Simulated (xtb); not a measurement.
CHN, triplet, from a rough starting geometry (a higher spin typed on purpose: for a closed-shell molecule this is an excited state); GFN2-xTB (xtb).

xtb was given this input:
```
$ xtb mol.xyz --gfn 2 --uhf 2 --opt vtight --json

# file mol.xyz
3

C     -0.02020997     0.05109158    -0.01355609
N      1.08918485     0.01493283     0.04142383
H     -1.04490496    -0.04209259    -0.04005054
```

### Question
Write the output that xtb gives for this input, abridged.

### Answer

```
   ID    Z sym.   atoms
    1    6 C      1
    2    7 N      2
    3    1 H      3

           -------------------------------------------------
          |                Calculation Setup                |
           -------------------------------------------------

           -------------------------------------------------
          |                 G F N 2 - x T B                 |
           -------------------------------------------------

          ...................................................
          :                      SETUP                      :
          :.................................................:
          :  # basis functions                   9          :
          :  # atomic orbitals                   9          :
          :  # shells                            5          :
          :  # electrons                        10          :
          :  max. iterations                   250          :
          :  Hamiltonian                  GFN2-xTB          :
          :  restarted?                      false          :
          :  GBSA solvation                  false          :
          :  PC potential                    false          :
          :  electronic temp.          300.0000000     K    :
          :  accuracy                    1.0000000          :
          :  -> integral cutoff          0.2500000E+02      :
          :  -> integral neglect         0.1000000E-07      :
          :  -> SCF convergence          0.1000000E-05 Eh   :
          :  -> wf. convergence          0.1000000E-03 e    :
          :  Broyden damping             0.4000000          :
          :  net charge                          0          :
          :  unpaired electrons                  2          :
          ...................................................

 iter      E             dE          RMSdq      gap      omega  full diag
   1     -5.3185167 -0.531852E+01  0.733E+00    0.05       0.0  T
   2     -5.3589117 -0.403950E-01  0.500E+00    0.01       1.0  T
   3     -5.4009871 -0.420754E-01  0.268E+00    0.01       1.0  T
   4     -5.4019955 -0.100836E-02  0.664E-01    0.03       1.0  T
   5     -5.4025674 -0.571918E-03  0.216E-01    0.02       1.0  T
   6     -5.4025896 -0.222075E-04  0.720E-02    0.02       1.0  T
   7     -5.4025896  0.582316E-08  0.177E-02    0.02       3.3  T
   8     -5.4025897 -0.120454E-06  0.359E-03    0.02      16.1  T
   9     -5.4025897 -0.181362E-08  0.222E-03    0.02      26.0  T
  10     -5.4025897 -0.241366E-08  0.115E-04    0.02     500.0  T
  11     -5.4025897 -0.203393E-11  0.474E-05    0.02    1217.3  T

   *** convergence criteria satisfied after 11 iterations ***

 transition dipole moment (au) for excitation:           5           6
     X       Y       Z
   0.0041   0.1694  -0.0323  total (au/Debye):    0.173   0.439
 dE (eV)             :    7.589
 oscillator strength :  0.78286E-02

         :::::::::::::::::::::::::::::::::::::::::::::::::::::
         ::                     SUMMARY                     ::
         :::::::::::::::::::::::::::::::::::::::::::::::::::::
         :: total energy              -5.247686101055 Eh    ::
         :: gradient norm              0.416815733165 Eh/a0 ::
         :: HOMO-LUMO gap              0.018420505212 eV    ::
         ::.................................................::
         :: SCC energy                -5.402589712484 Eh    ::
         :: -> isotropic ES            0.004205965937 Eh    ::
         :: -> anisotropic ES          0.001353676310 Eh    ::
         :: -> anisotropic XC          0.006238048274 Eh    ::
         :: -> dispersion             -0.000474017796 Eh    ::
         :: repulsion energy           0.154903611429 Eh    ::
         :: add. restraining           0.000000000000 Eh    ::
         :: total charge               0.000000000000 e     ::
         :::::::::::::::::::::::::::::::::::::::::::::::::::::

      -----------------------------------------------------------
[...]
 * total energy  :    -5.2838310 Eh     change       -0.2461784E-02 Eh
 * total energy  :    -5.2876522 Eh     change       -0.3821245E-02 Eh
 * total energy  :    -5.2926520 Eh     change       -0.4999734E-02 Eh
 * total energy  :    -5.2982029 Eh     change       -0.5550969E-02 Eh
 * total energy  :    -5.2750755 Eh     change        0.2312747E-01 Eh
 * total energy  :    -5.3178388 Eh     change       -0.4276331E-01 Eh
 * total energy  :    -5.3200066 Eh     change       -0.2167787E-02 Eh
 * total energy  :    -5.3218786 Eh     change       -0.1872053E-02 Eh
 * total energy  :    -5.3227598 Eh     change       -0.8812198E-03 Eh
 * total energy  :    -5.3229663 Eh     change       -0.2065045E-03 Eh
 * total energy  :    -5.3229717 Eh     change       -0.5342756E-05 Eh
 * total energy  :    -5.3229761 Eh     change       -0.4414960E-05 Eh
 * total energy  :    -5.3229761 Eh     change       -0.6261581E-08 Eh
   *** GEOMETRY OPTIMIZATION CONVERGED AFTER 18 ITERATIONS ***
[...]
         :::::::::::::::::::::::::::::::::::::::::::::::::::::
         :: total energy              -5.322976103153 Eh    ::
         :: gradient norm              0.000024616878 Eh/a0 ::
         :: HOMO-LUMO gap              1.683085273044 eV    ::
         ::.................................................::
         :: SCC energy                -5.397313333665 Eh    ::
         :: -> isotropic ES            0.002124203941 Eh    ::
         :: -> anisotropic ES          0.000835746583 Eh    ::
         :: -> anisotropic XC          0.008006033130 Eh    ::
         :: -> dispersion             -0.000483495864 Eh    ::
         :: repulsion energy           0.074337230512 Eh    ::
         :: add. restraining           0.000000000000 Eh    ::
         :: total charge               0.000000000000 e     ::
         :::::::::::::::::::::::::::::::::::::::::::::::::::::

           -------------------------------------------------
          |                Property Printout                |
           -------------------------------------------------

    * Orbital Energies and Occupations

         #    Occupation            Energy/Eh            Energy/eV
      -------------------------------------------------------------
         1        2.0000           -0.6635773             -18.0569
         2        2.0000           -0.5671707             -15.4335
         3        2.0000           -0.5036695             -13.7055
         4        2.0000           -0.4957308             -13.4895
         5        1.0000           -0.4522340             -12.3059
         6        1.0000           -0.3197146              -8.6999 (HOMO)
         7                         -0.2578623              -7.0168 (LUMO)
         8                          0.1227500               3.3402
         9                          0.5913812              16.0923
      -------------------------------------------------------------
                  HL-Gap            0.0618522 Eh            1.6831 eV
             Fermi-level           -0.3813854 Eh          -10.3780 eV

     #   Z          covCN         q      C6AA      α(0)
     1   6 C        1.827    -0.011    31.472     9.064
     2   7 N        0.910    -0.116    23.534     7.016
     3   1 H        0.917     0.127     1.557     1.951

 Mol. C6AA /au·bohr⁶  :        136.671410
 Mol. C8AA /au·bohr⁸  :       3272.606932
 Mol. α(0) /au        :         18.031402

Wiberg/Mayer (AO) data.
largest (>0.10) Wiberg bond orders for each atom

 ---------------------------------------------------------------------------
     #   Z sym  total        # sym  WBO       # sym  WBO       # sym  WBO
 ---------------------------------------------------------------------------
     1   6 C    3.275 --     2 N    2.490     3 H    0.785
     2   7 N    2.650 --     1 C    2.490     3 H    0.160
     3   1 H    0.944 --     1 C    0.785     2 N    0.160
 ---------------------------------------------------------------------------

Topologies differ in total number of bonds
Writing topology from bond orders to xtbtopo.mol

molecular dipole:
                 x           y           z       tot (Debye)
 q only:       -0.443      -0.029      -0.014
   full:       -0.603      -0.087      -0.009       1.548
molecular quadrupole (traceless):
                xx          xy          yy          xz          yz          zz
 q only:       -0.015       0.264       0.014      -0.048       0.010       0.001
  q+dip:        0.912       0.341      -0.387       0.002      -0.012      -0.525
   full:        0.449       0.621      -0.677      -0.107       0.210       0.227

optimized geometry written to: xtbopt.xyz

           -------------------------------------------------
          | TOTAL ENERGY               -5.322976103153 Eh   |
          | GRADIENT NORM               0.000024616878 Eh/α |
          | HOMO-LUMO GAP               1.683085273044 eV   |
           -------------------------------------------------
```
